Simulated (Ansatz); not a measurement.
CH3Cl, charge +1, doublet, geometry from GFN2-xTB (a state made from the parent by changing its charge; the spin is typed, not shown lowest). Base run: BLYP/cc-pVTZ (Ansatz, a first-principles code).

Geometry (Å):
```xyz
5

C     -0.0013     0.0452    -1.0824
Cl     0.0008    -0.0268     0.6405
H     -0.0321     1.0942    -1.4215
H      0.9087    -0.4290    -1.4863
H     -0.8820    -0.4816    -1.4863
```
Charge +1, spin multiplicity 2.
Orbitals are unrestricted.
All else is at Ansatz's defaults.
Base energy -499.71199 Eh.

Variants of this job, named by their change:

```csv
change,ΔE vs base (mEh)
base,0.000
"final_grid = 14, 28, 59",0.000
"final_grid = 10, 20, 41",0.000
"final_grid = 6, 12, 29",-0.001
fitting.mean_field = cc-pVTZ-JKFIT,-0.019
"final_grid = 4, 8, 17",0.095
"point_charge = charge:1.0 position_ang:0.0337, 0.347, 3.6316",133.7
lower_state_search = full,0.000
lower_state_search = light,0.000
"point_charge = charge:0.5 position_ang:3.3856, -0.8048, -3.977",52.803
lower_state_search = off,0.038
```
